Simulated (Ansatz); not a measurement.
System (SMILES): F[Si]F (closed-shell singlet).
Geometry (B3LYP-D3(BJ)/def2-TZVP, fixed):
```xyz
3

Si     0.0153     0.0127     0.5768
F      1.0240    -0.6902    -0.4611
F     -1.0478     0.6704    -0.4362
```

Basis-set convergence of the dipole moment at HF with Ansatz (a program for electronic structure). Dipoles come from the density behind the forces; the sign is taken along the dipole that this method gives in the largest set. All functions are spherical. The program fits the integrals of some runs and decomposes those of others, by size. A restricted Hartree-Fock determinant is unstable towards unrestricted orbitals. No added dispersion term, no relativity. Reference: the value in aug-pcseg-3, 1.240 D. Deviations are taken from unrounded values.

```json
[
 {"basis": "pcseg-0", "functions": "31"},
 {"basis": "pcseg-1", "functions": "46"},
 {"basis": "def2-SVPD", "functions": "70"},
 {"basis": "aug-pcseg-1", "functions": "73"},
 {"basis": "pcseg-2", "functions": "94"},
 {"basis": "def2-TZVPD", "functions": "123"},
 {"basis": "def2-TZVPPD", "functions": "128"},
 {"basis": "aug-pcseg-2", "functions": "142"},
 {"basis": "pcseg-3", "functions": "184"},
 {"basis": "def2-QZVPPD", "functions": "208"},
 {"basis": "aug-pcseg-3", "functions": "259"}
]
```

Task: Which is the smallest set listed that can be trusted to 0.02 D here, that is, within that of the reference together with its larger relatives (same family, alike in diffuse functions; a set with none to test it counts only in the reference's own line)?

Result: The smallest set listed that lies within 0.02 D of the reference with all its larger relatives (same family, alike in diffuse functions; a set with none counts only in the reference's own line) is def2-TZVPD (123 functions, 0.002 D off). Inside, with no larger relative to test it: pcseg-3. Value minus reference: pcseg-0 0.588, pcseg-1 0.263, def2-SVPD 0.060, aug-pcseg-1 -0.037, pcseg-2 0.102, def2-TZVPD 0.002, def2-TZVPPD 0.006, aug-pcseg-2 -0.001, pcseg-3 0.008, def2-QZVPPD -0.001, aug-pcseg-3 0.000 D.
